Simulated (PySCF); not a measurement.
Compound: C4H5ClOSi.
Numbering: `[Cl:1][Si@H:2]1[CH:3]=[CH:4][CH:5]=[CH:6][O:7]1` (hydrogens: H8 on Si2; H9 on C3; H10 on C4; H11 on C5; H12 on C6)

Method: PBE0-D3(BJ)/def2-SVP geometry optimisation, gas phase (PySCF 2.14.0); density fitting, grid level 1; the optimiser is geomeTRIC in internal coordinates, started from a GFN2-xTB structure with every atom displaced at random (about 0.01 Å).

Step 0: E = -26652.8788 eV
```
atom  x, y, z in Å  |  force x, y, z in eV/Å
Cl1     5.1865   -0.2658   -2.2526    0.535   0.111  -0.506
Si2     3.7852   -0.0926   -0.7940   -0.133   1.428   0.353
C3      2.7055    1.4365   -0.9032    4.571   0.225   0.627
C4      1.4328    1.2949   -1.0694   -4.376  -0.738  -0.533
C5      0.7339    0.0137   -1.1923    0.139   1.090   0.062
C6      1.3760   -1.1500   -1.1655    0.793  -0.863   0.002
O7      2.7080   -1.3048   -1.0047   -1.524  -0.984  -0.196
H8      4.4530   -0.3700    0.4782    0.343   0.112   0.325
H9      3.1340    2.4401   -0.8123   -0.002   0.009  -0.029
H10     0.7580    2.1618   -1.1245    0.196   0.073   0.013
H11    -0.3425    0.0140   -1.3035   -0.286  -0.051  -0.079
H12     0.8701   -2.0993   -1.2734   -0.257  -0.412  -0.038
```

Step 1: E = -26653.1235 eV
```
atom  x, y, z in Å  |  force x, y, z in eV/Å
Cl1     5.1780   -0.2080   -2.3208   -0.266  -0.043   0.216
Si2     3.7880   -0.0833   -0.7665   -0.007   0.032  -0.222
C3      2.7535    1.4253   -0.8748   -0.861  -0.251   0.054
C4      1.3976    1.2744   -1.0645    1.080   0.112   0.023
C5      0.7182    0.0176   -1.2322   -0.059  -0.248  -0.001
C6      1.3475   -1.1811   -1.1532   -0.181   0.163   0.073
O7      2.6401   -1.3384   -0.8819    0.380   0.139  -0.041
H8      4.5856   -0.3268    0.4604   -0.047  -0.026  -0.033
H9      3.1498    2.4379   -0.7747    0.067   0.044  -0.005
H10     0.7855    2.1784   -1.1145   -0.120   0.061  -0.017
H11    -0.3557    0.0120   -1.4217   -0.009   0.006  -0.023
H12     0.8123   -2.1294   -1.2728    0.021   0.013  -0.025
```

Task: Estimate the geometry and energy of step 2. (The exact step hangs on the optimiser's Hessian estimate; all steps are aligned on step 1, rigid shifts and turns removed.)

Result: E = -26653.1430 eV, largest force 0.321 eV/Å
```
atom  x, y, z in Å  |  force x, y, z in eV/Å
Cl1     5.1384   -0.2115   -2.3336   -0.112  -0.016   0.086
Si2     3.7848   -0.0751   -0.7631    0.060  -0.074  -0.101
C3      2.7486    1.4252   -0.8540   -0.304  -0.035   0.047
C4      1.4095    1.2712   -1.0693    0.260   0.187  -0.020
C5      0.7192    0.0157   -1.2359    0.092  -0.100   0.023
C6      1.3517   -1.1772   -1.1397   -0.101  -0.022  -0.065
O7      2.6486   -1.3315   -0.8775    0.103   0.068   0.005
H8      4.5884   -0.3359    0.4531    0.006   0.011   0.010
H9      3.1488    2.4384   -0.7554    0.012  -0.009  -0.001
H10     0.7918    2.1747   -1.1343   -0.037  -0.011  -0.008
H11    -0.3520    0.0121   -1.4423    0.016   0.010   0.011
H12     0.8227   -2.1275   -1.2652    0.006  -0.011   0.010
```

The energy changes by -0.0195 eV. The first-order estimate −F·Δx gives -0.0305 eV and the mean of the old and new forces, exact on a quadratic surface, -0.0189 eV. The step makes an angle of 73° with the force vector and moves no atom by more than 0.042 Å.

What follows is the cost of the whole optimisation. On one thread, Arm Neoverse V2 (aarch64), no GPU, on a shared host, this took 72 s and 0.52 GiB of memory at its peak.
